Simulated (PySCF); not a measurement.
**Working out the ionisation energy of Cd⁺**

Cd⁺ [Kr] 4d10 5s1 (2S) → Cd²⁺ [Kr] 4d10 (1S). All numbers are calculated (PySCF 2.14, scalar relativity through the core potential, in aug-cc-pVTZ-PP with one added diffuse shell each of s, p, d, f, g type with ECP28MDF (7s7p6d4f3g, 113 functions)). Frozen: 4s2 4p6. Energies in hartree (1 hartree = 27.21139 eV):

```json
{"part": "UHF", "Cd⁺ (lower)": "-166.568920", "Cd²⁺ (upper)": "-165.997377"}
{"part": "MP2 opposite-spin", "Cd⁺ (lower)": "-0.264580", "Cd²⁺ (upper)": "-0.237058"}
{"part": "MP2 same-spin", "Cd⁺ (lower)": "-0.153304", "Cd²⁺ (upper)": "-0.134287"}
```

What does Hartree-Fock give?

(-165.997377) − (-166.568920) = 0.571543 hartree = 15.552 eV.

What do MP2 and SCS-MP2 (6/5 opposite-spin, 1/3 same-spin) give?

The opposite-spin parts differ by 0.749 eV and the same-spin parts by 0.517 eV. MP2: 15.552 + (0.749) + (0.517) = 16.818 eV. SCS-MP2: 15.552 + 1.2 × (0.749) + (0.517)/3 = 16.623 eV.

Measured between the centres of the two terms (NIST): 16.908 eV, so MP2 (valence) is off by -0.090 eV.

What remains against the reference includes basis incompleteness, the frozen core and correlation beyond second order.
